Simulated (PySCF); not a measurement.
A PySCF script (with the pyscf-properties extension) for the NMR shieldings of SMILES C=CBSCBC#CC, C6H10B2S, on a GFN2-xTB geometry:

```python
import basis_set_exchange as bse
import numpy as np
from pyscf import gto, dft
from pyscf.prop import nmr

atoms = """
C    -3.960817   -0.161297    0.712492
C    -2.908338   -0.026638   -0.094278
B    -2.014827   -1.211470   -0.525294
S    -0.466376   -1.068015   -1.359619
C    -0.084180    0.743123   -1.496304
B     0.400691    0.934929   -0.011528
C     1.844909    0.717753    0.318560
C     3.011257    0.533773    0.579735
C     4.404656    0.318205    0.890056
H    -4.578797    0.672453    1.010431
H    -4.236011   -1.121798    1.117833
H    -2.696753    0.976570   -0.449538
H    -2.348964   -2.318210   -0.338888
H     0.675600    0.812514   -2.270596
H    -0.981704    1.259895   -1.823634
H    -0.371278    1.182372    0.837358
H     4.537955    0.151705    1.958865
H     4.984471    1.192328    0.592247
H     4.778704   -0.548611    0.344638
"""
names = dict.fromkeys(["C", "B", "S", "H"], "pcSseg-1")
basis = {el: gto.basis.parse(bse.get_basis(n, elements=[el], fmt="nwchem")) for el, n in names.items()}
mol = gto.M(atom=atoms, basis=basis, charge=0, verbose=0)
mf = dft.RKS(mol, xc="PBE0")
mf.grids.level = 2
mf.grids.alignment = dft.numint.BLKSIZE   # the property module wants whole blocks of grid points
mf.conv_tol = 1e-9
mf.kernel()

calc = nmr.RKS(mf)   # GIAO
C = mf.mo_coeff
Co = C[:, mf.mo_occ > 0]
resp = mf.gen_response(singlet=True, hermi=2)
def vind(x):   # induced exchange potential for any number of trial vectors
    d = np.einsum("pi,xij,qj->xpq", C, 2 * x.reshape(-1, C.shape[1], Co.shape[1]), Co, optimize=True)
    return np.einsum("xpq,pi,qj->xij", resp(d - d.transpose(0, 2, 1)), C, Co, optimize=True).ravel()
mo1, _ = nmr.rhf.solve_mo1(calc, with_cphf=vind)
sigma = calc.kernel(mo1)
for i, s in enumerate(sigma):   # ppm
    print("%2d %-2s %9.2f" % (i, mol.atom_pure_symbol(i), np.trace(s) / 3))
```

**Question.** What does it print?

**Answer.** 
```
 0 C      35.82
 1 C      41.16
 2 B      40.49
 3 S     472.28
 4 C     155.89
 5 B      57.98
 6 C      89.27
 7 C      50.68
 8 C     179.43
 9 H      25.02
10 H      25.31
11 H      24.57
12 H      25.16
13 H      29.10
14 H      28.25
15 H      26.40
16 H      29.37
17 H      29.43
18 H      29.41
```

These numbers come from an equivalent density-fitted implementation of the same equations, which agrees with the script to about 0.01 ppm for H and up to a few tenths of a ppm for heavy atoms, so last digits may differ.

Size and cost of the density-fitted run: 210 basis functions, 36 s wall time on 1 thread of an Arm Neoverse V2, shared host; peak memory 0.93 GiB.
